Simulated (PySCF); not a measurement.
# Working out the ionisation energy of Os

Os [Xe] 4f14 5d6 6s2 (5D) → Os⁺ [Xe] 4f14 5d6 6s1 (6D). Computed with PySCF 2.14 in ANO-RCC-VTZP (8s7p5d3f2g1h, 104 functions), with the spin-free X2C one-electron Hamiltonian (Gaussian nucleus). Frozen: [Xe] 4f14. Energies in hartree (1 hartree = 27.21139 eV):

| part | Os (lower) | Os⁺ (upper) |
| --- | --- | --- |
| UHF | -17249.411989 | -17249.171359 |
| MP2 opposite-spin | -0.094801 | -0.047903 |
| MP2 same-spin | -0.072799 | -0.069397 |

Question: What does Hartree-Fock give?

Answer: (-17249.171359) − (-17249.411989) = 0.240630 hartree = 6.548 eV.

Question: What do MP2 and SCS-MP2 (6/5 opposite-spin, 1/3 same-spin) give?

Answer: The opposite-spin parts differ by 1.276 eV and the same-spin parts by 0.093 eV. MP2: 6.548 + (1.276) + (0.093) = 7.917 eV. SCS-MP2: 6.548 + 1.2 × (1.276) + (0.093)/3 = 8.110 eV.

Measured between the centres of the two terms (NIST): 8.473 eV, so MP2 (valence) is off by -0.556 eV.

What remains against the reference includes basis incompleteness, the frozen core and correlation beyond second order.
